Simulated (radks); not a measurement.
Values are calculated unless marked as measured or tabulated.
Problem. The cerium ion Ce40+, configuration [Ar] (the NIST ground configuration). Code: a radial shooting solver on a logarithmic mesh with Libxc functionals. Model: Dirac Kohn-Sham, BLYP, spin-unpolarised, spherical densities, point nucleus. Some entries of the table are withheld. Estimate them.

| orbital | occ. | eigenvalue (hartree) | <r^2> (bohr^2) | r(max) (bohr) |
|---|---|---|---|---|
| 1s1/2 | 2 | -1563.948 | 0.0008206 | (1) |
| 2s1/2 | 2 | (2) | 0.01272 | 0.08884 |
| 2p1/2 | 2 | (3) | 0.009312 | 0.06770 |
| 2p3/2 | 4 | (4) | 0.01051 | 0.07287 |
| 3s1/2 | 2 | -120.6887 | 0.07471 | 0.2417 |
| 3p1/2 | 2 | (5) | 0.06839 | 0.2271 |
| 3p3/2 | 4 | (6) | 0.07357 | 0.2366 |
| 3d3/2 | 0 | -105.1096 | 0.05562 | (7) |
| 3d5/2 | 0 | -104.1482 | 0.05699 | (8) |
| 4s1/2 | 0 | -62.54332 | 0.2727 | 0.4915 |

Solution. 
(1) 1s1/2 r(max) (bohr): 0.01574
(2) 2s1/2 eigenvalue (hartree): -319.5565
(3) 2p1/2 eigenvalue (hartree): -307.1666
(4) 2p3/2 eigenvalue (hartree): -290.4628
(5) 3p1/2 eigenvalue (hartree): -116.0437
(6) 3p3/2 eigenvalue (hartree): -111.9721
(7) 3d3/2 r(max) (bohr): 0.1847
(8) 3d5/2 r(max) (bohr): 0.1874
